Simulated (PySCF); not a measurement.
Compound: C₆H₈NO₂P.
Numbering: `[CH3:1][P@:2](=[O:3])([OH:4])[c:5]1[cH:6][cH:7][cH:8][cH:9][n:10]1` (hydrogens: H11, H12, H13 on C1; H14 on O4; H15 on C6; H16 on C7; H17 on C8; H18 on C9)

Method: PySCF 2.14.0, PBE0-D3(BJ)/def2-SVP geometry optimisation, gas phase; density fitting, grid level 1; the optimiser is geomeTRIC in internal coordinates, started from a GFN2-xTB structure with every atom displaced at random (about 0.01 Å).

Step 0: E = -21197.8535 eV
```
atom  x, y, z in Å  |  force x, y, z in eV/Å
C1      2.5596   -1.1068    0.2754   -2.386   1.435  -0.045
P2      1.6238    0.2393   -0.5940    0.737  -0.854   0.934
O3      1.8167    0.3373   -2.0509    0.075  -0.167  -1.072
O4      2.1728    1.5435    0.1958   -0.208   0.108   0.112
C5     -0.1462    0.1334   -0.1685    0.707   0.842   0.080
C6     -0.8756   -1.0089    0.0706    0.556  -1.070   0.002
C7     -2.2261   -0.8921    0.2864   -0.508   0.598   0.000
C8     -2.7910    0.3780    0.2434   -1.005  -0.516   0.335
C9     -1.9863    1.4674    0.0167    0.420   0.327  -0.342
N10    -0.6862    1.3472   -0.1908    0.250   0.441  -0.051
H11     2.2664   -2.0414   -0.1608   -0.099  -0.882  -0.343
H12     2.3280   -1.0755    1.3409    0.040  -0.067   0.277
H13     3.5701   -0.8875    0.0976    1.910   0.201  -0.277
H14     1.8301    2.3182   -0.2810    0.013  -0.062   0.221
H15    -0.3855   -1.9857    0.0850   -0.009  -0.015   0.003
H16    -2.8444   -1.7488    0.4838   -0.324  -0.569   0.094
H17    -3.8630    0.5207    0.4047    0.018  -0.052  -0.004
H18    -2.3907    2.4737   -0.0403   -0.187   0.300   0.077
```

Task: Estimate the geometry and energy of step 1. (The exact step hangs on the optimiser's Hessian estimate; all steps are aligned on step 0, rigid shifts and turns removed.)

Result: E = -21198.0714 eV, largest force 0.832 eV/Å
```
atom  x, y, z in Å  |  force x, y, z in eV/Å
C1      2.5257   -1.0901    0.2520    0.330  -0.015  -0.259
P2      1.6557    0.2000   -0.6494    0.043   0.360  -0.016
O3      1.8417    0.2158   -2.1258    0.003  -0.112   0.138
O4      2.2001    1.4975    0.1670   -0.476   0.660  -0.174
C5     -0.1130    0.1894   -0.1823   -0.091  -0.134  -0.009
C6     -0.8363   -0.9770    0.0783   -0.047   0.126  -0.026
C7     -2.2082   -0.8688    0.3006   -0.005  -0.162   0.044
C8     -2.8016    0.3862    0.2472    0.111   0.107  -0.034
C9     -1.9879    1.4912   -0.0166   -0.130   0.033   0.004
N10    -0.6807    1.3995   -0.2216    0.189  -0.017   0.025
H11     2.2631   -2.0769   -0.1596    0.077   0.059   0.049
H12     2.3220   -1.0452    1.3289   -0.013   0.010   0.030
H13     3.6049   -0.8957    0.0667   -0.365  -0.174   0.110
H14     1.6298    2.2792   -0.0247    0.351  -0.713   0.110
H15    -0.3393   -1.9477    0.1020    0.018  -0.055  -0.004
H16    -2.8090   -1.7584    0.5130    0.038   0.029  -0.020
H17    -3.8724    0.5165    0.4061   -0.046   0.003   0.012
H18    -2.4221    2.4964   -0.0673    0.014  -0.006   0.021
```

The energy changes by -0.2179 eV. The first-order estimate −F·Δx gives -0.4761 eV and the mean of the old and new forces, exact on a quadratic surface, -0.1897 eV. The step makes an angle of 76° with the force vector and moves no atom by more than 0.328 Å.

What follows is the cost of the whole optimisation. Hardware: AMD EPYC 9R45, one thread, shared host with 96 logical CPUs at a one-minute load of 8.5. Cost: 2.0 min of wall time, 0.80 GiB resident at most.
